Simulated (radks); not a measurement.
Q: Neutral copper: order these configurations by energy. Method: scalar-relativistic Kohn-Sham, BLYP, spin-polarised, spherical densities, finite nucleus; Fermi nuclear charge, rms radius of each element as measured or else 0.836 A^(1/3) + 0.57 fm; computed with a radial shooting solver on a logarithmic mesh with Libxc functionals. Open shells are filled with parallel spins first. [Ar] 3d10 4p1; [Ar] 3d10 4s1; [Ar] 3d9 4s1 4p1; [Ar] 3d9 4s2.

A: From the lowest, in eV above it: [Ar] 3d10 4s1 0.000; [Ar] 3d9 4s2 1.817; [Ar] 3d10 4p1 4.255; [Ar] 3d9 4s1 4p1 6.051.
